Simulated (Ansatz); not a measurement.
```xyz
6

C    -0.0021    0.0059   -0.7312
C    -0.0012    0.0099    0.7230
H    -0.0097   -0.9345   -1.3011
H     0.0022    0.9240   -1.2979
H    -0.9280    0.0088    1.3038
H     0.9343    0.0054    1.3108
```

Basis set: cc-pVDZ (spherical functions). Correlated methods keep 2 orbitals frozen. Charge 0, multiplicity 3.

Computed with Ansatz (development build ahead of 0.2.0); each method stands on the lowest determinant of its kind that the runs found.

Question: Give the atomization energy at this shape (free ground-state atoms in the same class of orbitals less the molecule, no zero-point energy) of triplet C2H4 by UHF-MP2, UHF.

Answer:

| method | atomization energy |
| --- | --- |
| UHF-MP2 | 19.95 eV |
| UHF | 16.36 eV |

Caution: another spin multiplicity may lie lower.
